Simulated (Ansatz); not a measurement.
[Cu(PH3)3]+ (CuP₃H₉⁺), relaxed as a singlet with RKS B3LYP-D4/def2-SVP in Ansatz, starting from the GFN2-xTB geometry. Force threshold 0.02 eV/Å.

Start:

```xyz
13

Cu    0.0077   -0.0039   -0.0043
P    -1.8086   -0.8513    1.1767
H    -2.6768   -1.7594    0.6113
H    -2.7776    0.0041    1.6553
H    -1.6183   -1.5409    2.3545
P     0.3070   -0.5725   -2.2393
H    -0.7213   -0.4016   -3.1403
H     0.6070   -1.8709   -2.5875
H     1.2823    0.0206   -3.0106
P     1.5074    1.4204    1.0595
H     1.7361    2.6847    0.5611
H     2.8307    1.0629    1.1943
H     1.3245    1.8079    2.3692
```

```csv
step,energy (eV),largest force component (eV/Å),SCF passes
1,-72637.1273,1.031,16
2,-72637.3251,0.499,18
3,-72637.3421,0.024,19
4,-72637.3422,0.006,14
```

Force components are those of the run's own axes.

End:

```xyz
13

Cu   -0.0002    0.0015   -0.0020
P    -1.8080   -0.8585    1.1608
H    -2.6892   -1.7932    0.5619
H    -2.7692    0.0658    1.6419
H    -1.5512   -1.5494    2.3717
P     0.3151   -0.5540   -2.2269
H    -0.7726   -0.3756   -3.1182
H     0.6122   -1.9087   -2.5211
H     1.3307    0.0618   -3.0003
P     1.4909    1.4150    1.0643
H     1.7041    2.6977    0.4995
H     2.8417    0.9942    1.1550
H     1.2957    1.8033    2.4134
```

By distances, no bond broke or formed. The bond that changes most is P6–H8, from 1.38 to 1.42 Å (atoms count from 1).

No frequencies were taken in this run, so the end may be a saddle point.

Hardware: 4 threads of Arm Neoverse N1 on a shared host. Wall time 14 s.
